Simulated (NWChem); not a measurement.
System: C₃H₉Bi; SMILES [CH3][Bi]([CH3])[CH3]

Input file for NWChem:

```
start job
memory heap 200 mb stack 900 mb global 1100 mb
geometry units angstroms
  Bi    -0.000005    -0.003210     0.232156
  C     -1.064002    -1.536953    -1.055765
  H     -0.670653    -2.526029    -0.858597
  H     -0.904116    -1.292373    -2.095894
  H     -2.125813    -1.528108    -0.844745
  C     -0.810480     1.711517    -1.011334
  H     -0.688261     1.473463    -2.058064
  H     -0.268893     2.621878    -0.788187
  H     -1.860777     1.860795    -0.801708
  C      1.876434    -0.133229    -1.034510
  H      1.598040    -0.097209    -2.077798
  H      2.396499    -1.060125    -0.837087
  H      2.533703     0.697925    -0.813041
end
basis spherical
  * library def2-svp
end
ecp
  Bi library def2-ecp
end
dft
  xc pbe0
  iterations 150
end
driver
  maxiter 120
end
task dft optimize
```

Not confirmed as a minimum by frequencies. def2 effective core potentials on Bi; no spin-orbit coupling.

The level has its own optimisation.

Question: What results follow from this input? (PBE0/def2-SVP with def2 effective core potentials on Bi.) Quantities: r Bi–C (Å); r C–H (Å); dipole (D).

Answer: 
- r Bi–C (Å): 2.276
- r C–H (Å): 1.099
- dipole (D): 0.20
